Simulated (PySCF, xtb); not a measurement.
Be(SMe)(GeH3) (CH6BeGeS), SMILES [Be]([S]C)[GeH3].

GFN2-xTB run with xtb 6.7.1 at its own geometry gives an orbital gap of 3.45 eV and a dipole moment of 3.03 D.

Coordinates come from a B3LYP-D3(BJ)/def2-SVP optimisation. The structure was generated by enumeration; whether it is a known compound was not checked. The values are those of a single conformer.

Question: What does ωB97X/def2-TZVP (PySCF) give? (Estimate from the structure and the level; the computed values follow.)

Answer: gap 10.06 eV (levels -9.56 and 0.50 eV), dipole 1.75 D.
